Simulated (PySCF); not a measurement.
**Cu²⁺: ionisation energy**

Cu²⁺ [Ar] 3d9 (2D) → Cu³⁺ [Ar] 3d8 (3F), as a difference of total energies. All numbers are calculated (PySCF 2.14, the spin-free X2C one-electron Hamiltonian (Gaussian nucleus), in x2c-TZVPPall with one added diffuse shell each of s, p, d, f type (7s6p5d3f1g, 80 functions)). Correlated levels: valence: [Ar] frozen; valence and next inner shell: [Ne] frozen. The calculations carry no spin-orbit coupling.

| method | ionisation energy (eV) |
| --- | --- |
| UHF | 34.004 |
| LDA | 38.031 |
| PBE | 37.335 |
| PBE0 | 36.816 |
| r2SCAN | 36.467 |
| revPBE | 37.174 |
| PBEsol | 37.426 |
| MN15 | 37.982 |
| M06-2X | 36.737 |
| MP2 (valence) | 36.679 |
| SCS-MP2 (valence) | 36.435 |
| MP2 (valence and next inner shell) | 37.265 |
| SCS-MP2 (valence and next inner shell) | 36.866 |

Q: How much does correlation contribute at MP2 (valence and next inner shell)?

A: 37.265 − (34.004) = 3.261 eV, measured against UHF.

A first-order spin-orbit estimate (lowest level to lowest level, LS coupling) adds -0.066 eV.

Errors of the correlated levels include the incompleteness of this basis and the frozen core.

For comparison: 36.841 ± 0.012 eV (measured; NIST Atomic Spectra Database, ionization energies).
